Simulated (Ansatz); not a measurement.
Input for Ansatz (development build ahead of 0.2.0):

```yaml
crystal:
  periodic: [false, false, false]
  atoms:
    - { symbol: Fe, position_ang: [0.0, 0.0, 0.0] }
    - { symbol: Fe, position_ang: [0.0, 0.0, 3.03] }
basis:
  gaussian: { orbitals: pcseg-2 }
magnetization:
  spin_polarized: true
  initial_magnetization: 6
hamiltonian:
  xc: pbe0
```

The input is written out in the form of the current development build from the run's settings.

Results

```
Converged                       : yes
Total energy                    : -2526.92518 hartree
Spin squared of the determinant : 12.387
Stability test                  : minimum
```

Caution: the unrestricted determinant is spin contaminated.
